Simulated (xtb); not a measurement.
GeSe, SMILES [Ge]=[Se] (connectivity only; charge and spin as stated), neutral, multiplicity 1. All values are semi-empirical tight-binding results from xtb (GFN2-xTB unless named), good for trends rather than for accurate numbers. Geometry: GFN2-xTB.

Optimised geometry:

Bonded distances (Å): Ge1–Se2 2.153.

For metal compounds this method's bond lengths and energies can be far off.

```json
{
  "point_group_as_xtb_finds_it": "C∞v",
  "orbital_gap": "2.78 eV"
}
```

Task: Give the atomic charges and the Wiberg bond orders between heavy atoms. (The exact figures need the calculation; the answer reports its results.)

Result: charges (e) Ge1 0.31, Se2 -0.31. Bond orders Ge1–Se2 2.42.
